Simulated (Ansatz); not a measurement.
B3P3H12, a cluster cut from wurtzite BP (hydrogen-capped), relaxed as a singlet with RKS r2SCAN-D4/def2-SVP in Ansatz, starting from the GFN2-xTB geometry. Force threshold 0.02 eV/Å.

Start:

```tsv
atom	x (Å)	y (Å)	z (Å)
P1	1.488	-0.241	0.920
B2	0.219	1.011	1.665
P3	-1.460	0.494	0.862
B4	1.636	-0.424	-0.997
P5	-0.171	-0.810	-1.558
B6	-1.607	0.384	-1.061
H7	2.742	-0.046	1.485
H8	1.281	-1.498	1.490
H9	0.171	0.915	2.848
H10	0.499	2.102	1.274
H11	-1.889	-0.706	1.430
H12	-2.493	1.262	1.384
H13	2.371	-1.311	-1.287
H14	1.947	0.635	-1.448
H15	-0.504	-2.111	-1.181
H16	-0.203	-1.056	-2.924
H17	-1.368	1.461	-1.513
H18	-2.660	-0.058	-1.388
```

Problem. Estimate the energy that the relaxation releases and the steps that it takes.

Solution. 4.3 kcal/mol, in 5 steps; 14 s on 4 threads of Arm Neoverse V2 on a shared host. No frequencies were taken in this run, so the end may be a saddle point.

Problem. Does the start keep its bonding and symmetry?

Solution. By distances, no bond broke or formed. The bond that changes most is P5–H16, from 1.39 to 1.42 Å (atoms count from 1). Point group C3v at the start, C3v at the end, both within 0.05 Å.

Problem. Predict the relaxed structure.

Solution. 
```xyz
18

P     1.534   -0.266    0.959
B     0.206    0.956    1.690
P    -1.514    0.495    0.899
B     1.623   -0.479   -0.975
P    -0.181   -0.854   -1.607
B    -1.621    0.328   -1.039
H     2.812    0.127    1.427
H     1.441   -1.535    1.593
H     0.166    0.895    2.903
H     0.489    2.054    1.243
H    -2.052   -0.662    1.525
H    -2.473    1.448    1.322
H     2.395   -1.363   -1.289
H     1.902    0.623   -1.414
H    -0.524   -2.209   -1.348
H    -0.163   -0.892   -3.023
H    -1.336    1.428   -1.480
H    -2.705   -0.094   -1.388
```
Bond lengths: 6 × B–P 1.95 Å; 6 × H–P 1.42 Å; 6 × B–H 1.21 to 1.22 Å.
